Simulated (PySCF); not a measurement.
Mapped SMILES: `[CH3:1]/[CH:2]=[P:3]/[CH2:4][Si:5]([CH3:6])([CH3:7])[CH3:8]` (H(Xn): hydrogen on atom n).

One computed conformer, relativity neglected, no solvent, averaged over atoms made equivalent by symmetry, fast rotation or ring inversion. PBE0/pcSseg-1 with gauge-including orbitals; geometry: GFN2-xTB; PySCF 2.14.

Referencing at the same level of theory: 13C (σref 186.93), 1H (σref 31.72), 29Si (σref 349.16) vs TMS; 31P (σref 318.38) vs H3PO4.

```json
{"atoms": "H(C2)", "nucleus": "1H", "count": "1", "Hirshfeld charge": "0.04", "δ (ppm)": "8.87"}
{"atoms": "P3", "nucleus": "31P", "count": "1", "Hirshfeld charge": "0.09", "δ (ppm)": "296.2"}
{"atoms": "H(C6)/H(C7)/H(C8)", "nucleus": "1H", "count": "9", "Hirshfeld charge": "0.04", "δ (ppm)": "0.06"}
{"atoms": "C1", "nucleus": "13C", "count": "1", "Hirshfeld charge": "-0.12", "δ (ppm)": "25.5"}
{"atoms": "C4", "nucleus": "13C", "count": "1", "Hirshfeld charge": "-0.21", "δ (ppm)": "?"}
{"atoms": "C2", "nucleus": "13C", "count": "1", "Hirshfeld charge": "-0.09", "δ (ppm)": "201.3"}
{"atoms": "H(C4)", "nucleus": "1H", "count": "2", "Hirshfeld charge": "0.04", "δ (ppm)": "?"}
{"atoms": "C6/C7/C8", "nucleus": "13C", "count": "3", "Hirshfeld charge": "-0.22", "δ (ppm)": "?"}
{"atoms": "Si5", "nucleus": "29Si", "count": "1", "Hirshfeld charge": "0.41", "δ (ppm)": "2.2"}
{"atoms": "H(C1)", "nucleus": "1H", "count": "3", "Hirshfeld charge": "0.04", "δ (ppm)": "2.42"}
```

Complete the table.

Results:


- C4: 21.6 ppm, sp3 CH2 bonded to P and Si
- C6/C7/C8: 2.0 ppm, methyl carbon bonded to Si; an electropositive neighbour leaves it electron-rich and shielded
- H(C4): 1.48 ppm, hydrogen on an sp3 CH2 bonded to P and Si

Shifts are as computed. Against solution values, carbons near 30 ppm lie about +3 ppm off and those near 130 ppm about +5 ppm. Of 1211 compounds with measured shifts, 218 miss one by over three times the rms of a fit or turn the order of signals round; such compounds aren't used in these exercises. Experimental scales use liquid or dissolved standards, which lie at an offset from isolated H3PO4.
